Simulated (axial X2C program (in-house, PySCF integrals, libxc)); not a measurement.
Results of a calculation; reference values are marked as such.
NiSi⁺: input and output

Program: an in-house all-electron X2C program for linear molecules (integrals from PySCF).

Input file and command:
```json
{"zs": [28, 14], "q": 1, "bas": ["dyall-cv3z", "dyall-v3z"], "levels": ["PBE0", "HF", "B3LYP"], "cc": true, "r0": 2.26, "thr": -2.0, "nmax": 90, "npts": 10, "nst": 2, "ntry": 6}
```
```bash
python so2c.py task.json out
```

Keys: zs atomic numbers; q charge; bas basis sets; levels methods; cc coupled cluster on or off; r0 starting distance in Å; thr threshold in hartree for freezing inner shells (an s shell follows its p shell); nmax most natural virtual spinors; npts points on the curve; nst determinants followed; ntry starts of the search. HF also brings MP2.

Output of the HF step, scalar-relativistic, at R = 2.190 Å for the state M_S = 1/2, Λ = 0. It starts from PBE0 orbitals of this distance.

```
spin-free X2C-1e  HF
basis functions 151  fitting functions 897  grid points 5081
iter        total energy     max residual
   1      -1808.247871974     2.39e-01
   2      -1808.292715877     2.95e-02
   3      -1808.297456522     1.26e-01
   4      -1808.308671545     2.45e-02
   5      -1808.309318906     2.48e-03
   6      -1808.309465575     3.31e-03
   7      -1808.309493125     8.89e-04
   8      -1808.309501110     2.76e-04
   9      -1808.309503137     3.34e-04
  10      -1808.309503715     1.09e-04
  11      -1808.309503789     1.75e-05
  12      -1808.309503797     9.86e-06
  13      -1808.309503798     3.74e-06
  14      -1808.309503798     9.47e-07
converged
one-electron -2695.13885377  Coulomb 874.87658335  exact exchange -82.76753779  xc functional 0.00000000  nuclear repulsion 94.72030442
correlated 13  virtual 221  natural virtual 90  E(MP2) -0.515363741  MP2 remainder -0.043236022
iter   CCSD correlation   residual
   1     -0.406976726   2.81e-01
   2     -0.435351071   2.02e-01
   3     -0.443643757   6.67e-02
   4     -0.445318312   4.26e-02
   5     -0.446210146   2.48e-02
   6     -0.447472189   1.77e-02
   7     -0.448065151   1.14e-02
   8     -0.448045860   7.27e-03
   9     -0.448617130   4.82e-03
  10     -0.448507174   2.90e-03
  11     -0.448593074   1.82e-03
  12     -0.448632643   9.11e-04
  13     -0.448620859   5.24e-04
  14     -0.448620131   3.22e-04
  15     -0.448623329   1.77e-04
  16     -0.448620072   9.11e-05
  17     -0.448620295   6.13e-05
  18     -0.448620815   4.17e-05
  19     -0.448620246   3.07e-05
  20     -0.448620402   2.16e-05
  21     -0.448621000   1.19e-05
  22     -0.448620895   7.29e-06
  23     -0.448621111   5.31e-06
  24     -0.448621286   3.57e-06
  25     -0.448621292   2.17e-06
(T) -0.022961904  T1 0.0733  D1 0.1495  max T2 0.080
```
Energies are in hartree; totals compare only within one Hamiltonian and basis. T1 is large, a sign of multireference character or of a spin-contaminated reference. T1 in the output is the amplitude norm over the root of the electron number; divide by √2 for the Lee–Taylor value.
